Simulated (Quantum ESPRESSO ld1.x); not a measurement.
The numbers below are computed, except where a source is named.
Problem. Coherent X-ray form factor from a spherical all-electron density. Code: ld1.x of Quantum ESPRESSO 7.5. Model: scalar-relativistic Kohn-Sham, PBEsol, spin-unpolarised, spherical densities, point nucleus.

sin(theta)/lambda (1/angstrom)  f0 (electrons)
0.05                                    18.921
0.1                                     18.686
0.15                                    18.306
0.2                                     17.795
0.25                                    17.173
0.3                                     16.463
0.4                                     14.875
0.5                                     13.221
0.6                                     11.655
0.8                                      9.134
1                                        7.513
1.25                                     6.339
1.5                                      5.558
2                                        4.182

The species is in the configuration that NIST lists as its ground one. Which atom or ion scatters so?

Solution. The zinc ion Zn11+, [Ar] 3d1. Extrapolating in s^2 from the first two rows gives f0(0) = 19.0, near the electron count 19; among species with that count, the fall with angle is slower the higher Z, and the table is that of Z = 30; from so few rows the species is fixed only to a neighbour or two.
